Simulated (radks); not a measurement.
Values are calculated unless marked as measured or tabulated.
Effect of the nuclear size on the bismuth ion Bi3+, [Hg]. Level of theory: Dirac Kohn-Sham, BLYP, spin-unpolarised, spherical densities, finite nucleus; Fermi nuclear charge, rms radius 5.5211 fm (a radial shooting solver on a logarithmic mesh with Libxc functionals). The rms radius is varied about that value; shifts are against it.

rms radius (fm)	total energy shift (eV)	density at nucleus (e/bohr^3)	1s1/2 shift (meV)	2s1/2 shift (meV)	4p1/2 shift (meV)	5s1/2 shift (meV)	5p1/2 shift (meV)	6s1/2 shift (meV)	6p1/2 (empty) shift (meV)
4.9359	-29.1	3.123e+06	-11500	-1770	-2.50	-21.9	0.403	-2.97	0.362
5.1512	-18.6	3.064e+06	-7380	-1130	-1.60	-14.0	0.257	-1.90	0.232
5.5211	0	2.97e+06	0.000	0.000	0.000	0.000	0.000	0.000	0.000
6.0346	27.0	2.854e+06	10700	1640	2.34	20.3	-0.370	2.75	-0.336
6.6474	60.9	2.733e+06	24200	3710	5.30	45.7	-0.829	6.20	-0.757

Slopes of the eigenvalues against <r^2> in GHz/fm^2, as finite differences over the two radii next to the reference (eigenvalue slopes, not the field-shift constants of lines): 1s1/2 443000, 2s1/2 67900, 4p1/2 96.4, 5s1/2 838, 5p1/2 -15.3, 6s1/2 114, 6p1/2 (empty) -13.9.
